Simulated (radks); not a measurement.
Values are calculated unless marked as measured or tabulated.
Successive ionisation energies (eV) of one element, from differences of total energies of ions in their ground configurations, starting at charge 22: 1064.7, 1150.3, 1219.8, 1290.5, 1362.3, 1435.2, 1658.2, 1723.6, 1788.3, 1874.7, 1942.8, 2010.1, 2181.7, 2255.1, 5335.6, 5523.5, 5709.1, 5962.5, 6159.4, 6353.6, 6764.9, 6954.3. Code: a radial shooting solver on a logarithmic mesh with Libxc functionals. Model: scalar-relativistic Kohn-Sham, PBE, spin-polarised, spherical densities, finite nucleus; open shells are filled with parallel spins first (spin-orbit coupling, left out, can overturn this in heavy ions); Fermi nuclear charge, rms radius 4.5318 fm. Which element is it?

Answer. Palladium (Z = 46). The first species listed is Pd22+ in [Ar] 3d6, the last Pd43+ in [He] 2s1.
